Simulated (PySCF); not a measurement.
**Where the electron goes**

[AgCl2]- (charge -1 and singlet state).
Structure used (PBE0-D3(BJ)/def2-SVP), in Å, numbered top down from 1:
```
atom  x, y, z in Å
Ag1    0.0000    0.0000    0.0000
Cl2   -0.0187   -0.0235    2.3465
Cl3    0.0186    0.0235   -2.3465
```

Computed, not measured: TDDFT wB97X-D/def2-SVPD, vertical, gas phase, core orbitals frozen in the response, def2 core potentials past Kr in PySCF 2.14.0, density-fitted response routines. Spin–orbit coupling is left out.

Frontier orbitals with the atoms that hold most of them (Löwdin shares over 4%, at most four atoms):

```tsv
orbital	ε (eV)	atoms
LUMO+2	5.73	Ag1 80%, Cl2 10%, Cl3 10%
LUMO+1	5.52	Ag1 49%, Cl2 26%, Cl3 26%
LUMO	4.74	Ag1 73%, Cl2 13%, Cl3 13%
HOMO	-4.90	Cl3 39%, Cl2 39%, Ag1 22%
HOMO-1	-4.90	Cl3 39%, Cl2 39%, Ag1 22%
HOMO-2	-5.15	Ag1 57%, Cl2 22%, Cl3 22%
HOMO-3	-5.68	Cl2 48%, Cl3 48%, Ag1 5%
```

Within 0.005 eV of a neighbour in this list lie HOMO-1/HOMO (point group found: D∞h).

Task: How does S1 compare with the orbital gap of 9.64 eV?

Result: S1 is at 5.30 eV (f = 0.0000), 4.35 eV below the gap, made of HOMO-1/HOMO→LUMO (≥89%). S1/S2 lie within about 0.01 eV of each other. 

For S1 the Löwdin share of silver is 22% in HOMO and 73% in LUMO.

Next come S2 at 5.30 eV (f 0.0000), HOMO-1/HOMO→LUMO (≥89%); S3 at 5.65 eV (f 0.0000), HOMO-2→LUMO (92%); S4 at 6.14 eV (f 0.116), HOMO-4→LUMO (70%), HOMO-1/HOMO→LUMO+1 (≥15%); S5 at 6.14 eV (f 0.116), HOMO-3→LUMO (70%), HOMO-1/HOMO→LUMO+1 (≥15%).

Orbitals of the list HOMO-3 to LUMO+2 that lie within 0.01 eV of each other are written together with a slash and their weights summed (≥ marks a lower bound); for degenerate orbitals outside that list single weights are arbitrary.

Löwdin shares depend on the basis, the more so with diffuse functions.
